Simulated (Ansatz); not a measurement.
Method: PBE-D3(BJ)/def2-SVP in Ansatz (a first-principles code). No frequencies were computed at this level.

Ansatz 0.2 input:
```yaml
crystal:
  periodic: [false, false, false]
  atoms:
    - { symbol: Zr, position_ang: [-0.107395, 0.017367, 0.100673] }
    - { symbol: N, position_ang: [-0.651375, 1.780997, 0.980144] }
    - { symbol: H, position_ang: [-1.525854, 2.191562, 0.62514] }
    - { symbol: H, position_ang: [0.033466, 2.546234, 1.004753] }
    - { symbol: N, position_ang: [0.44315, -1.356002, 1.516183] }
    - { symbol: H, position_ang: [0.70657, -1.010017, 2.447017] }
    - { symbol: H, position_ang: [1.176866, -2.0255, 1.24305] }
    - { symbol: N, position_ang: [1.554969, 0.262256, -1.059289] }
    - { symbol: H, position_ang: [1.590193, -0.276404, -1.933807] }
    - { symbol: H, position_ang: [2.490413, 0.189659, -0.639796] }
    - { symbol: O, position_ang: [-1.478338, -0.675019, -1.029396] }
    - { symbol: C, position_ang: [-1.472211, -2.06339, -1.194568] }
    - { symbol: H, position_ang: [-0.495886, -2.415332, -1.591567] }
    - { symbol: H, position_ang: [-2.253298, -2.349582, -1.91525] }
    - { symbol: H, position_ang: [-1.681069, -2.57736, -0.235727] }
basis:
  gaussian: { orbitals: def2-svp }
hamiltonian:
  xc: pbe
  dispersion: d3bj
relax:
  max_steps: 150
```

Output:

```
[...]
reference -8971.18814024 eV, -329.6850832639 hartree; 28, 28 occupied and 118, 118 virtual orbitals, 1617 factors
relax step  11: F+E_penalty+E_count = -8971.47319719 eV  Δ(F+E_penalty+E_count) = +5.152e-3 eV  max|allowed force component| = 3.293e-1 eV/Å  Δτ_max = 0.1595 Å  (29 SCF iters, rejected (line search))
these checks for a lower state are left out or cut short: starts, cluster_reference, orbital_swaps, neighbouring_geometries, increment
1617 factors; their error is unknown
mean field -8971.19358295 eV, -329.6852832801 hartree, gradient 1.4e-5 eV, S^2 0.000000; 0 other end points of the search recorded, 0 dependent functions left out
reference -8971.19368274 eV, -329.6852869472 hartree; 28, 28 occupied and 118, 118 virtual orbitals, 1617 factors
relax step  12: F+E_penalty+E_count = -8971.47937134 eV  Δ(F+E_penalty+E_count) = -1.022e-3 eV  max|allowed force component| = 4.765e-2 eV/Å  Δτ_max = 0.0762 Å  (30 SCF iters, accepted)
these checks for a lower state are left out or cut short: starts, cluster_reference, orbital_swaps, neighbouring_geometries, increment
1617 factors; their error is unknown
mean field -8971.19556128 eV, -329.6853559822 hartree, gradient 1.3e-5 eV, S^2 0.000000; 0 other end points of the search recorded, 0 dependent functions left out
reference -8971.19566113 eV, -329.6853596516 hartree; 28, 28 occupied and 118, 118 virtual orbitals, 1617 factors
relax step  13: F+E_penalty+E_count = -8971.48109733 eV  Δ(F+E_penalty+E_count) = -1.726e-3 eV  max|allowed force component| = 6.341e-2 eV/Å  Δτ_max = 0.0384 Å  (31 SCF iters, accepted)
these checks for a lower state are left out or cut short: starts, cluster_reference, orbital_swaps, neighbouring_geometries, increment
1617 factors; their error is unknown
mean field -8971.19636910 eV, -329.6853856691 hartree, gradient 2.6e-5 eV, S^2 0.000000; 0 other end points of the search recorded, 0 dependent functions left out
reference -8971.19646888 eV, -329.6853893362 hartree; 28, 28 occupied and 118, 118 virtual orbitals, 1617 factors
relax step  14: F+E_penalty+E_count = -8971.48178466 eV  Δ(F+E_penalty+E_count) = -6.873e-4 eV  max|allowed force component| = 6.331e-2 eV/Å  Δτ_max = 0.0312 Å  (29 SCF iters, accepted)
these checks for a lower state are left out or cut short: starts, cluster_reference, orbital_swaps, neighbouring_geometries, increment
1617 factors; their error is unknown
mean field -8971.19690333 eV, -329.6854053016 hartree, gradient 2.4e-5 eV, S^2 0.000000; 0 other end points of the search recorded, 0 dependent functions left out
reference -8971.19700317 eV, -329.6854089707 hartree; 28, 28 occupied and 118, 118 virtual orbitals, 1617 factors
relax step  15: F+E_penalty+E_count = -8971.48230201 eV  Δ(F+E_penalty+E_count) = -5.174e-4 eV  max|allowed force component| = 5.855e-2 eV/Å  Δτ_max = 0.0178 Å  (31 SCF iters, accepted)
these checks for a lower state are left out or cut short: starts, cluster_reference, orbital_swaps, neighbouring_geometries, increment
1617 factors; their error is unknown
mean field evaluation 128: about -8971.1974 eV, gradient 2.2e-1 eV
mean field -8971.19753361 eV, -329.6854284639 hartree, gradient 2.5e-5 eV, S^2 0.000000; 0 other end points of the search recorded, 0 dependent functions left out
reference -8971.19763355 eV, -329.6854321370 hartree; 28, 28 occupied and 118, 118 virtual orbitals, 1617 factors
relax step  16: F+E_penalty+E_count = -8971.48294766 eV  Δ(F+E_penalty+E_count) = -6.456e-4 eV  max|allowed force component| = 4.001e-2 eV/Å  Δτ_max = 0.0436 Å  (29 SCF iters, accepted)
these checks for a lower state are left out or cut short: starts, cluster_reference, orbital_swaps, neighbouring_geometries, increment
1617 factors; their error is unknown
mean field -8971.19788862 eV, -329.6854415103 hartree, gradient 2.3e-5 eV, S^2 0.000000; 0 other end points of the search recorded, 0 dependent functions left out
reference -8971.19798859 eV, -329.6854451842 hartree; 28, 28 occupied and 118, 118 virtual orbitals, 1617 factors
relax step  17: F+E_penalty+E_count = -8971.48327400 eV  Δ(F+E_penalty+E_count) = -3.263e-4 eV  max|allowed force component| = 3.503e-2 eV/Å  Δτ_max = 0.0357 Å  (29 SCF iters, accepted)
these checks for a lower state are left out or cut short: starts, cluster_reference, orbital_swaps, neighbouring_geometries, increment
1617 factors; their error is unknown
mean field -8971.19811142 eV, -329.6854496981 hartree, gradient 2.3e-5 eV, S^2 0.000000; 0 other end points of the search recorded, 0 dependent functions left out
reference -8971.19821141 eV, -329.6854533729 hartree; 28, 28 occupied and 118, 118 virtual orbitals, 1617 factors
relax step  18: F+E_penalty+E_count = -8971.48349664 eV  Δ(F+E_penalty+E_count) = -2.226e-4 eV  max|allowed force component| = 3.184e-2 eV/Å  Δτ_max = 0.0372 Å  (30 SCF iters, accepted)
these checks for a lower state are left out or cut short: starts, cluster_reference, orbital_swaps, neighbouring_geometries, increment
1617 factors; their error is unknown
mean field -8971.19826621 eV, -329.6854553865 hartree, gradient 2.3e-5 eV, S^2 0.000000; 0 other end points of the search recorded, 0 dependent functions left out
reference -8971.19836622 eV, -329.6854590618 hartree; 28, 28 occupied and 118, 118 virtual orbitals, 1617 factors
relax step  19: F+E_penalty+E_count = -8971.48366907 eV  Δ(F+E_penalty+E_count) = -1.724e-4 eV  max|allowed force component| = 2.890e-2 eV/Å  Δτ_max = 0.0292 Å  (31 SCF iters, accepted)
these checks for a lower state are left out or cut short: starts, cluster_reference, orbital_swaps, neighbouring_geometries, increment
1617 factors; their error is unknown
mean field evaluation 160: about -8971.1984 eV, gradient 2.3e-5 eV
mean field -8971.19841813 eV, -329.6854609695 hartree, gradient 2.3e-5 eV, S^2 0.000000; 0 other end points of the search recorded, 0 dependent functions left out
reference -8971.19851814 eV, -329.6854646447 hartree; 28, 28 occupied and 118, 118 virtual orbitals, 1617 factors
relax step  20: F+E_penalty+E_count = -8971.48384041 eV  Δ(F+E_penalty+E_count) = -1.713e-4 eV  max|allowed force component| = 1.708e-2 eV/Å  Δτ_max = 0.0311 Å  (30 SCF iters, accepted)
these checks for a lower state are left out or cut short: starts, cluster_reference, orbital_swaps, neighbouring_geometries, increment
1617 factors; their error is unknown
mean field -8971.19849993 eV, -329.6854639757 hartree, gradient 2.3e-5 eV, S^2 0.000000; 0 other end points of the search recorded, 0 dependent functions left out
reference -8971.19859991 eV, -329.6854676500 hartree; 28, 28 occupied and 118, 118 virtual orbitals, 1617 factors
relax step  21: F+E_penalty+E_count = -8971.48395934 eV  Δ(F+E_penalty+E_count) = -1.189e-4 eV  max|allowed force component| = 2.294e-2 eV/Å  Δτ_max = 0.0337 Å  (31 SCF iters, accepted)
these checks for a lower state are left out or cut short: starts, cluster_reference, orbital_swaps, neighbouring_geometries, increment
1617 factors; their error is unknown
mean field -8971.19860265 eV, -329.6854677506 hartree, gradient 2.3e-5 eV, S^2 0.000000; 0 other end points of the search recorded, 0 dependent functions left out
reference -8971.19870258 eV, -329.6854714228 hartree; 28, 28 occupied and 118, 118 virtual orbitals, 1617 factors
relax step  22: F+E_penalty+E_count = -8971.48406608 eV  Δ(F+E_penalty+E_count) = -1.067e-4 eV  max|allowed force component| = 1.999e-2 eV/Å  Δτ_max = 0.0337 Å  (30 SCF iters, accepted)
these checks for a lower state are left out or cut short: starts, cluster_reference, orbital_swaps, neighbouring_geometries, increment
1617 factors; their error is unknown
mean field -8971.19859475 eV, -329.6854674601 hartree, gradient 2.3e-5 eV, S^2 0.000000; 0 other end points of the search recorded, 0 dependent functions left out
reference -8971.19869457 eV, -329.6854711284 hartree; 28, 28 occupied and 118, 118 virtual orbitals, 1617 factors
relax step  23: F+E_penalty+E_count = -8971.48406599 eV  Δ(F+E_penalty+E_count) = +9.750e-8 eV  max|allowed force component| = 5.138e-2 eV/Å  Δτ_max = 0.0412 Å  (29 SCF iters, rejected (line search))
these checks for a lower state are left out or cut short: starts, cluster_reference, orbital_swaps, neighbouring_geometries, increment
1617 factors; their error is unknown
mean field -8971.19869789 eV, -329.6854712505 hartree, gradient 2.3e-5 eV, S^2 0.000000; 0 other end points of the search recorded, 0 dependent functions left out
reference -8971.19879777 eV, -329.6854749209 hartree; 28, 28 occupied and 118, 118 virtual orbitals, 1617 factors
relax step  24: F+E_penalty+E_count = -8971.48414834 eV  Δ(F+E_penalty+E_count) = -8.226e-5 eV  max|allowed force component| = 3.342e-3 eV/Å  Δτ_max = 0.0201 Å  (31 SCF iters, accepted)
these checks for a lower state are left out or cut short: starts, cluster_reference, orbital_swaps, neighbouring_geometries, increment
1617 factors; their error is unknown
mean field evaluation 192: about -8971.1987 eV, gradient 7.7e-5 eV
mean field -8971.19872034 eV, -329.6854720756 hartree, gradient 2.3e-5 eV, S^2 0.000000; 0 other end points of the search recorded, 0 dependent functions left out
reference -8971.19882005 eV, -329.6854757399 hartree; 28, 28 occupied and 118, 118 virtual orbitals, 1617 factors
relax step  25: F+E_penalty+E_count = -8971.48417581 eV  Δ(F+E_penalty+E_count) = -2.747e-5 eV  max|allowed force component| = 2.840e-2 eV/Å  Δτ_max = 0.0595 Å  (30 SCF iters, accepted)
these checks for a lower state are left out or cut short: starts, cluster_reference, orbital_swaps, neighbouring_geometries, increment
1617 factors; their error is unknown
mean field -8971.19879630 eV, -329.6854748671 hartree, gradient 2.3e-5 eV, S^2 0.000000; 0 other end points of the search recorded, 0 dependent functions left out
reference -8971.19889604 eV, -329.6854785326 hartree; 28, 28 occupied and 118, 118 virtual orbitals, 1617 factors
relax step  26: F+E_penalty+E_count = -8971.48424857 eV  Δ(F+E_penalty+E_count) = -7.276e-5 eV  max|allowed force component| = 1.503e-2 eV/Å  Δτ_max = 0.0099 Å  (31 SCF iters, accepted)
these checks for a lower state are left out or cut short: starts, cluster_reference, orbital_swaps, neighbouring_geometries, increment
1617 factors; their error is unknown
mean field -8971.19882750 eV, -329.6854760138 hartree, gradient 2.3e-5 eV, S^2 0.000000; 0 other end points of the search recorded, 0 dependent functions left out
reference -8971.19892719 eV, -329.6854796772 hartree; 28, 28 occupied and 118, 118 virtual orbitals, 1617 factors
relax step  27: F+E_penalty+E_count = -8971.48428590 eV  Δ(F+E_penalty+E_count) = -3.733e-5 eV  max|allowed force component| = 7.111e-3 eV/Å  Δτ_max = 0.0182 Å  (30 SCF iters, accepted)
these checks for a lower state are left out or cut short: starts, cluster_reference, orbital_swaps, neighbouring_geometries, increment
1617 factors; their error is unknown
mean field -8971.19883715 eV, -329.6854763681 hartree, gradient 2.3e-5 eV, S^2 0.000000; 0 other end points of the search recorded, 0 dependent functions left out
reference -8971.19893672 eV, -329.6854800275 hartree; 28, 28 occupied and 118, 118 virtual orbitals, 1617 factors
relax step  28: F+E_penalty+E_count = -8971.48429648 eV  Δ(F+E_penalty+E_count) = -1.058e-5 eV  max|allowed force component| = 2.090e-2 eV/Å  Δτ_max = 0.0364 Å  (30 SCF iters, accepted)
these checks for a lower state are left out or cut short: starts, cluster_reference, orbital_swaps, neighbouring_geometries, increment
1617 factors; their error is unknown
mean field -8971.19886454 eV, -329.6854773749 hartree, gradient 2.4e-5 eV, S^2 0.000000; 0 other end points of the search recorded, 0 dependent functions left out
reference -8971.19896413 eV, -329.6854810347 hartree; 28, 28 occupied and 118, 118 virtual orbitals, 1617 factors
relax step  29: F+E_penalty+E_count = -8971.48432405 eV  Δ(F+E_penalty+E_count) = -2.757e-5 eV  max|allowed force component| = 6.835e-3 eV/Å  Δτ_max = 0.0048 Å  (25 SCF iters, accepted)
1617 factors; their error is unknown
mean field evaluation 224: about -8971.1989 eV, gradient 2.5e-5 eV
mean field -8971.19886454 eV, -329.6854773749 hartree, gradient 2.5e-5 eV, S^2 0.000000; 1 other end points of the search recorded, 0 dependent functions left out
reference -8971.19896413 eV, -329.6854810347 hartree; 28, 28 occupied and 118, 118 virtual orbitals, 1617 factors
Total energy: -8971.48442364 eV, -329.6959714782 hartree
Atom 0 at     0.251022    -0.159596     0.161919 Å, force     0.002763     0.001094    -0.000252 eV/Å
Atom 1 at    -0.662062     1.618393     0.655787 Å, force    -0.001094     0.001637     0.000752 eV/Å
Atom 2 at    -1.633596     1.721795     0.974547 Å, force     0.000391    -0.000677    -0.000263 eV/Å
Atom 3 at    -0.291165     2.559723     0.483745 Å, force     0.000601    -0.000837    -0.000149 eV/Å
Atom 4 at     0.966168    -0.983297     1.907962 Å, force    -0.001672    -0.001713     0.001291 eV/Å
Atom 5 at     0.997603    -0.526932     2.826654 Å, force     0.000366     0.000697    -0.000382 eV/Å
Atom 6 at     1.204949    -1.973363     2.045664 Å, force     0.000480     0.000618    -0.000223 eV/Å
Atom 7 at     1.883476     0.299799    -1.005526 Å, force    -0.001510     0.000088    -0.001493 eV/Å
Atom 8 at     1.864484     0.452834    -2.021618 Å, force     0.000560     0.000169     0.000334 eV/Å
Atom 9 at     2.867492     0.264582    -0.716279 Å, force    -0.000341    -0.000322     0.000906 eV/Å
Atom 10 at    -0.974128    -1.367584    -0.755239 Å, force    -0.003154    -0.003156    -0.002712 eV/Å
Atom 11 at    -1.844539    -2.227575    -1.414958 Å, force    -0.002099    -0.000278     0.001269 eV/Å
Atom 12 at    -1.353720    -2.709950    -2.292765 Å, force    -0.004730     0.002241     0.004961 eV/Å
Atom 13 at    -2.744985    -1.686940    -1.790731 Å, force     0.006835    -0.005689     0.002779 eV/Å
Atom 14 at    -2.200798    -3.042419    -0.741601 Å, force     0.002604     0.006128    -0.006819 eV/Å
Dipole moment:    -0.038960    -0.038113    -0.030099 e Å
```

Cost: roughly 100 core-seconds.
